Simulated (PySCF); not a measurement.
## Xenon: a sound run and one with changed settings

Sound run: Xe⁺ [Kr] 4d10 5s2 5p5, Xe²⁺ [Kr] 4d10 5s2 5p4. All numbers are calculated (PySCF 2.14, a scalar-relativistic core potential, in aug-cc-pVDZ-PP with ECP28MDF). In the sound run the correlated levels freeze 4s2 4p6 4d10 outside the core potential. The sound run starts from symmetry-adapted Hartree-Fock orbitals and uses a fine grid where one is needed.

Changed run: all electrons correlated in a basis built for the valence shell.

```json
{"species": "Xe⁺", "method": "MP2", "sound run (hartree)": "-327.94688", "changed run (hartree)": "-327.97301", "converged": "yes"}
{"species": "Xe²⁺", "method": "MP2", "sound run (hartree)": "-327.18891", "changed run (hartree)": "-327.21346", "converged": "yes"}
```

Ionisation energy of Xe⁺:

| method | sound run (eV) | changed run (eV) |
| --- | --- | --- |
| UHF | 20.109 | 20.109 |
| MP2 | 20.625 | 20.668 |
| SCS-MP2 | 20.602 | 20.624 |

A valence basis has no tight correlating functions, so it recovers only part of the core correlation, and not evenly between atom and ion.

For comparison, NIST gives 20.975 eV between the lowest levels.
